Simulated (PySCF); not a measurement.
Simulation results for AlGeH₃N₂, BGe₂H₆O

Computed with PySCF 2.14.0. Calculation on a computer-drawn molecule: optimised geometry and harmonic frequencies of an isolated molecule of the commonest isotopes, restricted reference for singlets and unrestricted otherwise, frozen core in MP2; on germanium a core potential holds 10 electrons, which the energies leave out, and 3d is frozen in MP2 and coupled-cluster steps.

Common to all runs: charge 0; method HF; basis and core potential on germanium cc-pVDZ-PP ECP10MDF.

```yaml
- entry: 1
  formula: AlGeH3N2
  start_structure:
    atoms_angstrom:
      - ["N", -1.7071, 1.6585, 1.6951]
      - [Ge, -0.6003, 0.2636, 1.8416]
      - ["N", 0.9659, 0.1519, 1.0853]
      - [Al, 2.467, -0.0495, 0.2537]
      - [H, -1.6482, 2.4208, 0.9999]
      - [H, -2.6577, 1.6461, 2.0597]
      - [H, -1.2606, -0.6371, 2.889]
  given:
    multiplicity: 1
    basis: "cc-pV(D+d)Z"
    drawn_bonds_atom: [1, 2, 3, 1, 1, 2]
    drawn_bonds_other_atom: [2, 3, 4, 5, 6, 7]
    drawn_bonds_order: [1, 2, 1, 1, 1, 1]
  results:
    "total_energy [hartree]": null
    "rotational_constants [GHz]": null
- entry: 2
  formula: BGe2H6O
  start_structure:
    atoms_angstrom:
      - [Ge, 2.257, 1.3565, -1.4126]
      - [B, 1.1574, 0.935, 0.2631]
      - [O, 0.0643, 0.3126, 0.5189]
      - [Ge, -1.4362, -0.5708, -0.0089]
      - [H, 2.4109, 2.8469, -1.551]
      - [H, 1.6953, 0.8907, -2.8524]
      - [H, 3.6042, 0.8383, -1.2847]
      - [H, -2.5677, 0.2678, 0.4553]
      - [H, -1.2808, -1.8909, 0.7566]
      - [H, -1.4724, -0.7981, -1.5265]
  given:
    multiplicity: 2
    basis: cc-pVDZ
    drawn_bonds_atom: [1, 2, 3, 1, 1, 1, 4, 4, 4]
    drawn_bonds_other_atom: [2, 3, 4, 5, 6, 7, 8, 9, 10]
    drawn_bonds_order: [1, 1, 1, 1, 1, 1, 1, 1, 1]
  results:
    spin_squared: null
    "total_energy [hartree]": null
    "rotational_constants [GHz]": null
```

To be estimated
1. What total energy does the calculation give for AlGeH₃N₂ (entry 1)?
2. Give the missing rotational constants for AlGeH₃N₂ (entry 1).
3. Give the missing spin squared for BGe₂H₆O (entry 2).
4. Estimate the total energy of BGe₂H₆O (entry 2).
5. What rotational constants does the calculation give for BGe₂H₆O (entry 2)?

Answers
1. -645.9359 hartree
2. 20.15, 1.621, 1.5 GHz
3. 0.7592
4. -689.7827 hartree
5. 8.762, 0.7825, 0.7315 GHz

Further results for AlGeH₃N₂ (entry 1):

* convergence status largest gradient component: 2.443e-05 hartree/bohr

Optimised structure:
```xyz
7
AlGeH3N2
N     -1.7712     1.6250     1.6329
Ge    -0.5803     0.3198     1.8265
N      0.8784     0.2497     1.0247
Al     2.4500    -0.1403     0.3589
H     -1.6147     2.4031     1.0225
H     -2.6407     1.6609     2.1262
H     -1.1626    -0.6639     2.8327
```

Modes:
```csv
frequency (cm⁻¹),reduced mass (dalton)
45.67,7.105
71.4,7.997
132.1,1.219
248.3,4.754
413.2,1.201
488,18.62
602.6,1.057
759.6,1.21
792.6,3.907
936.5,1.188
1234,14.71
1662,1.121
2266,1.02
3790,1.048
3911,1.101
```

Further results for BGe₂H₆O (entry 2):

- convergence status largest gradient component: 9.114e-06 hartree/bohr

Optimised structure:
```xyz
10
BGe2H6O
Ge     2.0017     1.4197    -1.3909
B      1.3988     0.5814     0.4524
O      0.3065    -0.0724     0.7967
Ge    -1.1966    -0.5819    -0.0811
H      2.2438     2.9225    -1.1952
H      1.0153     1.2599    -2.5709
H      3.3311     0.7802    -1.8139
H     -1.8775     0.6827    -0.5902
H     -2.0216    -1.3046     0.9712
H     -0.7696    -1.4996    -1.2203
```

Modes:
```csv
frequency (cm⁻¹),reduced mass (dalton)
47.86,1.098
67.67,10.01
86.16,1.026
211.1,4.259
269.2,3.114
416.8,3.109
518.7,1.226
606.4,2.291
645,5.17
687.9,1.128
702.1,1.201
893.8,1.048
945,1.046
949.2,1.024
951.9,1.024
963,1.018
964.6,1.022
1446,10.45
2138,1.022
2200,1.024
2213,1.015
2269,1.025
2274,1.019
2293,1.016
```
